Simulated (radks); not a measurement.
Se V, 30 electrons, occupied as [Ar] 3d10 4s2. Calculated with a radial shooting solver on a logarithmic mesh with Libxc functionals: Dirac Kohn-Sham, LDA (Slater exchange, VWN5 correlation), spin-unpolarised, spherical densities, point nucleus.

X-ray form factor f0, the Fourier transform of the density (f0(0) = 30):

sin(theta)/lambda (1/angstrom)  f0 (electrons)
0.05                                    29.745
0.1                                     29.015
0.15                                    27.905
0.2                                     26.538
0.25                                    25.032
0.3                                     23.480
0.4                                     20.452
0.5                                     17.678
0.6                                     15.218
0.8                                     11.346
1                                        8.830
1.25                                     7.055
1.5                                      6.070
2                                        4.767
